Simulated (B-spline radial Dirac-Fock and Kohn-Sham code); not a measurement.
**What relativity does to the binding energies of Re**

System: the Re atom, configuration [Xe] 4f14 5d5 6s2.

Both columns are ΔSCF binding energies of the configuration average from a radial B-spline solver: non-relativistic Hartree-Fock with a point nucleus, and Dirac-Fock with a finite nucleus and the Coulomb interaction alone, averaged over the two j levels with weights 2j+1.

| shell | Hartree-Fock (eV) | Dirac-Fock (eV) | shift (eV) | shift (%) |
| --- | --- | --- | --- | --- |
| 1s | 66036.4 | 72047.4 | +6011.02 | +9.10 |
| 2s | 10992.8 | 12590.3 | +1597.47 | +14.53 |
| 2p | 10521.8 | 11053.9 | +532.07 | +5.06 |
| 3s | 2563.7 | 2958.7 | +394.96 | +15.41 |
| 3p | 2344.7 | 2492.6 | +147.89 | +6.31 |
| 3d | 1940.5 | 1922.7 | -17.82 | -0.92 |
| 4s | 546.7 | 643.4 | +96.70 | +17.69 |
| 4p | 453.5 | 487.1 | +33.68 | +7.43 |
| 4d | 284.1 | 278.7 | -5.41 | -1.90 |
| 4f | 60.50 | 49.41 | -11.09 | -18.33 |
| 5s | 81.78 | 96.94 | +15.15 | +18.53 |
| 5p | 51.68 | 54.79 | +3.11 | +6.02 |
| 5d | 10.47 | 8.57 | -1.89 | -18.09 |
| 6s | 6.13 | 7.22 | +1.09 | +17.87 |

Relativity binds 1s, 2s, 2p, 3s, 3p, 4s, 4p, 5s, 5p, 6s more strongly, among those listed most of all 5s in relative terms, and 3d, 4d, 4f, 5d more weakly, because the contracted s and p shells screen the nucleus better.

Values without a named source are computed, but for edge energies of neutral atoms, which are taken from tables.
